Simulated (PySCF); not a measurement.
An unknown is described by computed data only.

Formula: C2H14Si4.

* UV, first state: lowest singlet excitation: 6.17 eV (201 nm, f = 0.019) [TDDFT B3LYP/def2-SVPD]
* Dipole: 1.19 D [B3LYP/def2-SVPD]
* Rotational structure: rotational constants A, B, C: 1.171, 1.013, 0.920 GHz [PBE0-D3(BJ)/def2-SVP]
* 13C NMR: chemical shifts (computed TMS as zero) by class: 15.2 (1 C), 8.7 (1 C) ppm [GIAO KT2/pcSseg-1]
* 1H NMR: chemical shifts (computed TMS as zero) by class: 3.66 (9 H), 1.22 (3 H), 1.03 (2 H) ppm [GIAO KT2/pcSseg-1]
* XPS: Si2p3/2 105.6, Si2p3/2 106.2 (×3), C1s 290.1, C1s 290.6, Si1s 1845.3, Si1s 1845.9 (×3) eV [ΔSCF SCAN, pcX-2 on the ionised atom, pcseg-1 elsewhere, spin-free X2C, 2p3/2 from a spin–orbit splitting computed afterwards within the 2p shell]
* UV, strongest line: among the 10 lowest singlet transitions: S6 at 6.70 eV (185 nm, f = 0.177) [TDDFT B3LYP/def2-SVPD]
* Polarisability: 149.3 au [B3LYP/def2-SVPD]

The electronic properties come from PySCF, for the isolated species, density fitting. Levels stand in brackets. Geometry: PBE0-D3(BJ)/def2-SVP; no solvent, vibrations or thermal averaging. NMR classes are plain means over equivalent atoms (diastereotopic ones count apart unless rotation or inversion swaps them), as if these changed places fast.

**Question.** Give a SMILES that accounts for the data.

**Answer.** 2 carbons fall into 2 classes; from least to most shielded: carbon bonded to C and 3 H (15.2 ppm), carbon bonded to C, Si and 2 H (8.7 ppm). Hydrogen classes from least to most shielded: 9 H on 3 like atoms (silicon bonded to Si and 3 H) (3.66 ppm), 3 H on a carbon bonded to C and 3 H (1.22 ppm, a mean of values up to 0.5 ppm apart in this geometry), 2 H on a carbon bonded to C, Si and 2 H (1.03 ppm). The core levels belong to: Si2p3/2 105.6 eV, silicon bonded to C and 3 Si; Si2p3/2 106.2 eV, silicon bonded to Si and 3 H; C1s 290.1 eV, carbon bonded to C, Si and 2 H; C1s 290.6 eV, carbon bonded to C and 3 H; Si1s 1845.3 eV, silicon bonded to C and 3 Si; Si1s 1845.9 eV, silicon bonded to Si and 3 H. One atom of each topological class was ionised and stands for its class. By its constants the optimised geometry is an asymmetric top. Structure: SiEt(SiH3)3, `CC[Si]([SiH3])([SiH3])[SiH3]`. The assignments are read from this structure; whether some other isomer fits the data as well wasn't checked.
